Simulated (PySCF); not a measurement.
C₃H₁₁BSSi, SMILES C[SiH2]SB(C)C (GFN2-xTB optimised geometry):

```
17

Si     1.016    -1.707    -0.009
C      2.902    -1.605     0.026
S      0.351     0.351     0.000
B     -1.434     0.351     0.000
C     -2.172     1.748     0.000
C     -2.267    -0.994     0.004
H      0.524    -2.349    -1.228
H      0.481    -2.378     1.176
H      3.252    -1.093     0.917
H      3.283    -1.061    -0.834
H      3.341    -2.598     0.015
H     -1.494     2.598     0.022
H     -2.841     1.835     0.856
H     -2.802     1.851    -0.884
H     -2.059    -1.585     0.896
H     -2.012    -1.630    -0.844
H     -3.341    -0.822    -0.029
```

Computed with PBE0/def2-SVP run with PySCF.

Problem. What are the frontier orbital energies and the dipole moment?

Solution. HOMO-2 -8.76 eV, HOMO-1 -7.90 eV, HOMO -7.54 eV, LUMO -0.29 eV, LUMO+1 0.82 eV; dipole moment 1.28 D.

On the same geometry PySCF 2.14.0 with PBE/def2-SVP gives HOMO-2 -7.40 eV, HOMO-1 -6.62 eV, HOMO -6.35 eV, LUMO -1.20 eV, LUMO+1 -0.04 eV; dipole moment 1.21 D.

Meta-Löwdin charges at PBE0/def2-SVP: Si1 0.59, C2 -0.54, S3 -0.18, B4 0.11, C5 -0.41, C6 -0.42, H7 -0.10, H8 -0.10, H9 0.12, H10 0.12, H11 0.12, H12 0.11, H13 0.12, H14 0.12, H15 0.12, H16 0.12, H17 0.11.
